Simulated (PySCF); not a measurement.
**Spectroscopy problems**

Method: σ from GIAO-PBE0/pcSseg-1, geometry: GFN2-xTB, in PySCF 2.14.0 with density-fitted response routines (no relativistic terms, isolated molecule, fast rotation and ring inversion assumed for equivalent nuclei, single conformer).

Referencing at the same level of theory: ¹H (σref 31.72) and ¹³C (σref 186.93) against TMS. Splittings of carbon signals by F and P are missing where no couplings were computed. Where no couplings were computed, multiplicities follow the n + 1 count of equivalent neighbours, and m marks all less simple cases (inequivalent or close neighbours, rings, F or P nearby). Shifts are as computed. Against solution values, carbons near 30 ppm lie about +3 ppm off and those near 130 ppm about +5 ppm. Of 1211 compounds with measured shifts, 218 miss one by over three times the rms of a fit or turn the order of signals round; such compounds aren't used in these exercises. OH and NH positions are gas-phase values without hydrogen bonding to other molecules.

Question: C$_{3}$H$_{6}$N$_{2}$OSi. ¹H NMR (500 MHz, computed): δ 5.38 (s, 3H), 4.66 (s, 2H), 0.61 (br s, 1H). ¹³C{¹H} NMR (computed): δ 161.1 (C), 118.5 (C), 75.7 (CH2). Give a structure.

Answer: `N#C/C(CO)=N/[SiH3]`. Rings plus π bonds: 3 (no ring in the answer). 3 carbon signals for 3 carbons: no two carbons are equivalent. Carbon types of the structure: 2 × C, 1 × CH2, leaving 4 H on heteroatoms. δC 161.1: C=N carbon. δC 118.5: nitrile carbon; this is the usual window of a C≡N carbon, which has no attached hydrogen. δC 75.7: sp3 CH2 bonded to O; deshielded by the electronegative neighbour. δH 4.66: hydrogen on an sp3 CH2 bonded to O; its carbon carries O, which withdraws density.

This is the structure that produced the data.

Question: C$_{3}$H$_{11}$FN$_{2}$Si$_{2}$. ¹H NMR (500 MHz, computed): δ 6.51 (m, 1H), 5.15 (m, 2H), 4.78 (s, 3H), 4.47 (m, 1H), 3.76 (d, 2H), 1.32 (br s, 2H). ¹³C{¹H} NMR (computed): δ 140.4, 101.7, 43.2. Identify the compound.

Answer: SMILES NC/C=C\N([SiH3])[SiH2]F. The formula gives 1 degree of unsaturation (no ring in the answer). 3 carbon signals for 3 carbons: no two carbons are equivalent. Carbon types of the structure: 2 × CH, 1 × CH2, leaving 7 H on heteroatoms. δC 140.4: alkene carbon bearing nitrogen; an sp2 carbon further deshielded by the attached heteroatom. δC 101.7: β carbon of an enol-ether or enamine type C=C; the O or N lone pair pushes π density onto this β carbon and shields it. δC 43.2: allylic sp3 CH2 bonded to N; deshielded by the electronegative neighbour. δH 4.47: hydrogen on a β carbon of an enol-ether or enamine type C=C; lone-pair donation from O or N shields it, upfield of ordinary alkene protons.

This is the structure that produced the data.

Question: C$_{7}$H$_{4}$O$_{2}$. ¹H NMR (400 MHz, computed): δ 5.54 (s, 1H), 2.59 (s, 3H). ¹³C{¹H} NMR (computed): δ 212.5, 208.1, 198.0, 193.8, 132.2, 74.7, 14.6. What is it?

Answer: `C#Cc1c(C)c(=O)c1=O`. Rings plus π bonds: 6 (1 ring in the answer). 7 carbon signals for 7 carbons: no two carbons are equivalent. Carbon types of the structure: 5 × C, 1 × CH, 1 × CH3, which accounts for all hydrogens. δC 212.5, 193.8: unsaturated ring carbon. δC 208.1, 198.0: ring carbonyl carbon. δC 132.2: terminal alkyne carbon. δC 74.7: alkyne carbon; the triple bond shields along its axis, which puts it between sp3 and sp2 carbons.

The shifts were computed for this structure.
